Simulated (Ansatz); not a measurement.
Conformers of CHBClF$_{3}$O, SMILES `FC(F)(F)OBCl`, each relaxed with PBE0-D4/def2-TZVP in Ansatz. CBS adds the triple-zeta coupled-cluster correction to the MP2 limit.

Not all of them had a frequency check.

Conformer A:

Z-matrix (Å, degrees):
```
C
F 1 1.328
F 1 1.322 2 108.4
F 1 1.328 2 108.5 3 -117.5
O 1 1.357 2 111.7 3 118.9
B 5 1.363 1 127.2 2 60.8
Cl 6 1.740 5 123.6 1 -0.0
H 6 1.186 5 116.2 1 180.0
```

Conformer B:

```xyz
8

F    -1.410    0.445   -0.979
C    -0.092    0.595   -0.886
F     0.227    1.800   -1.320
F     0.480   -0.307   -1.680
O     0.335    0.473    0.395
B     0.139   -0.678    1.103
Cl    0.732   -0.708    2.732
H    -0.412   -1.620    0.635
```

Q: Which is lowest in electronic energy at CCSD(T)/CBS (frozen core, def2 sets), and by how much? (Estimate.)

A: Ansatz gave: B; A lies 3.4 kJ/mol higher.

Q: Give the energies relative to B (kJ/mol) with r2SCAN-D4/def2-TZVPP, PBE0-D4/def2-TZVPP, B2PLYP/def2-TZVPP, PBE0/def2-TZVPP, MP2/def2-TZVPP, CCSD(T)/def2-TZVPP, MP2/def2-QZVPP. (Best estimate.)

A: The calculation gave: 
| level | A |
| --- | --- |
| r2SCAN-D4/def2-TZVPP | 3.2 |
| PBE0-D4/def2-TZVPP | 3.7 |
| B2PLYP/def2-TZVPP | 4.9 |
| PBE0/def2-TZVPP | 5.0 |
| MP2/def2-TZVPP | 4.2 |
| CCSD(T)/def2-TZVPP | 4.5 |
| MP2/def2-QZVPP | 3.5 |
